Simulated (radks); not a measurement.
Problem. All-electron calculation, non-relativistic Kohn-Sham, r2SCAN, spin-polarised, spherical densities, point nucleus; open shells are filled with parallel spins first; meta-GGA in the generalised Kohn-Sham scheme. Program: a radial shooting solver on a logarithmic mesh with Libxc functionals. Each species is in its NIST ground configuration. Rank Ne4+, F4+, O4+, N4+, C4+ by radius at which the density is 0.001 e/bohr^3 (bohr), largest first.

Solution. N4+ 2.14, O4+ 2.13, F4+ 2.07, Ne4+ 2.00, C4+ 1.06.
